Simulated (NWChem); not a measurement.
System: TaHO2F2; SMILES [F][Ta]([OH])(=[O])[F]

```xyz
6

Ta     0.0002     0.0416    -0.0266
O     -0.0012    -0.2500     1.6614
F      1.5744     0.9911    -0.4347
F     -1.5704     0.9966    -0.4363
O     -0.0023    -1.6409    -0.8813
H     -0.0036    -2.5564    -0.5854
```
Atoms are numbered in this order, from 1.

Level: PBE0/def2-SVP with def2 effective core potentials on Ta (NWChem), optimised geometry, unscaled harmonic frequencies. def2 effective core potentials on Ta; no spin-orbit coupling.

### Question
List the harmonic frequencies with IR intensities, and the thermochemistry.

### Answer
```tsv
frequency (cm⁻¹)	IR intensity (km/mol)
163	14.6
176	1.0
189	3.5
245	35.6
248	0.3
427	155.1
512	169.1
696	85.7
699	147.1
754	94.0
1030	144.0
3941	279.9
```

```json
{
  "zero_point_energy": "13.0 kcal/mol",
  "thermal correction to the enthalpy at 298.15 K (with zero-point energy)": "17.6 kcal/mol",
  "heat capacity Cv": "20.5 cal/(mol K)",
  "entropy at 298.15 K and 1 atm (symmetry number 1)": "82.3 cal/(mol K)"
}
```

Rigid rotor and harmonic oscillator.
